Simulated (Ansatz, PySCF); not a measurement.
Breaking the N4–H5 bond in AlH4N (SMILES [NH2][AlH2]) (multiplicity 1 held, fragments rigid). Energies count from the point at 1.008 Å.
Geometry at that point (charge 0, multiplicity 1):
```xyz
6

Al     0.0120    -0.2825    -0.5859
H     -1.2529    -0.1126    -1.5124
H      1.3042    -1.0927    -0.9873
N     -0.0207     0.4863     1.0085
H     -0.7895     1.0276     1.3727
H      0.7268     0.4464     1.6841
```

Restricted levels (R-, RO-) in cc, def2 and unpolarised 6-31G sets keep to the state of the molecule at rest.

Frozen-core correlation. Rows in 3-21G, 6-31G* carry no dispersion term and start afresh at each structure (6-31G* with six Cartesian d functions). MP2/6-31G* freezes PySCF's default core.

The values were computed with Ansatz (Gaussian basis) for Hartree–Fock, density functionals and correlated methods; PySCF for 3-21G rows, 6-31G* rows. Each number belongs to the level named beside it.

Energies in eV.

```json
[
 {"R (Å)": "0.807", "R-HF/3-21G": "1.49", "R-MP2/6-31G*": "1.60", "R-MP2/cc-pV(T+d)Z": "1.47", "R-SCS-MP2/cc-pV(T+d)Z": "1.47"},
 {"R (Å)": "0.907", "R-HF/3-21G": "0.28", "R-MP2/6-31G*": "0.33", "R-MP2/cc-pV(T+d)Z": "0.28", "R-SCS-MP2/cc-pV(T+d)Z": "0.28"},
 {"R (Å)": "1.008", "R-HF/3-21G": "0.00", "R-MP2/6-31G*": "0.00", "R-MP2/cc-pV(T+d)Z": "0.00", "R-SCS-MP2/cc-pV(T+d)Z": "0.00"},
 {"R (Å)": "1.109", "R-HF/3-21G": "0.22", "R-MP2/6-31G*": "0.18", "R-MP2/cc-pV(T+d)Z": "0.20", "R-SCS-MP2/cc-pV(T+d)Z": "0.20"},
 {"R (Å)": "1.210", "R-HF/3-21G": "0.70", "R-MP2/6-31G*": "0.61", "R-MP2/cc-pV(T+d)Z": "0.65", "R-SCS-MP2/cc-pV(T+d)Z": "0.64"},
 {"R (Å)": "1.361", "R-HF/3-21G": "1.63", "R-MP2/6-31G*": "1.46", "R-MP2/cc-pV(T+d)Z": "1.52", "R-SCS-MP2/cc-pV(T+d)Z": "1.51"},
 {"R (Å)": "1.512", "R-HF/3-21G": "2.65", "R-MP2/6-31G*": "2.35", "R-MP2/cc-pV(T+d)Z": "2.44", "R-SCS-MP2/cc-pV(T+d)Z": "2.41"},
 {"R (Å)": "1.765", "R-HF/3-21G": "4.28", "R-MP2/6-31G*": "3.70", "R-MP2/cc-pV(T+d)Z": "3.83", "R-SCS-MP2/cc-pV(T+d)Z": "3.77"},
 {"R (Å)": "2.017", "R-HF/3-21G": "5.69", "R-MP2/6-31G*": "4.77", "R-MP2/cc-pV(T+d)Z": "4.94", "R-SCS-MP2/cc-pV(T+d)Z": "4.84"},
 {"R (Å)": "2.319", "R-HF/3-21G": "7.08", "R-MP2/6-31G*": "5.69", "R-MP2/cc-pV(T+d)Z": "5.89", "R-SCS-MP2/cc-pV(T+d)Z": "5.74"},
 {"R (Å)": "2.722", "R-HF/3-21G": "8.49", "R-MP2/6-31G*": "6.36", "R-MP2/cc-pV(T+d)Z": "6.63", "R-SCS-MP2/cc-pV(T+d)Z": "6.38"},
 {"R (Å)": "3.227", "R-HF/3-21G": "9.71", "R-MP2/6-31G*": "6.48", "R-MP2/cc-pV(T+d)Z": "6.88", "R-SCS-MP2/cc-pV(T+d)Z": "6.50"}
]
```

Doubts at one or more of the structures used: a restricted determinant that unrestricted orbitals would lower (R-HF/3-21G, R-MP2/6-31G*, R-MP2/cc-pV(T+d)Z, R-SCS-MP2/cc-pV(T+d)Z).

Ansatz is an electronic-structure program.
